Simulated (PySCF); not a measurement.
Level of theory: PySCF, PBE0, basis Tl def2-TZVP with ECP60, Cl def2-TZVP (scalar-relativistic core potentials, no spin–orbit coupling, density fitting).

Each entry is the lowest minimum that a search over a few typed start shapes (and spin states, where more than one is plausible) found, or that minimum re-optimised at the stated level; isomers with ligand–ligand bonds, or fragments after loss of a ligand pair, can lie lower. Open shells are unrestricted.

TlCl₂ is a doublet of C2v symmetry with Tl–Cl 2.462 Å (×2); Cl–Tl–Cl 131.6°. Its wavenumbers are 52, 259, 284 cm⁻¹.

What changes when one electron is removed, giving TlCl₂⁺?

It costs 8.37 eV between the minima (8.40 eV with zero-point energy). TlCl₂⁺ is a singlet of D∞h symmetry with Tl–Cl 2.241 Å (×2); Cl–Tl–Cl 180.0°; wavenumbers 97 (×2), 376, 457 cm⁻¹.

Spin–orbit coupling, left out here, can matter for elements this heavy.
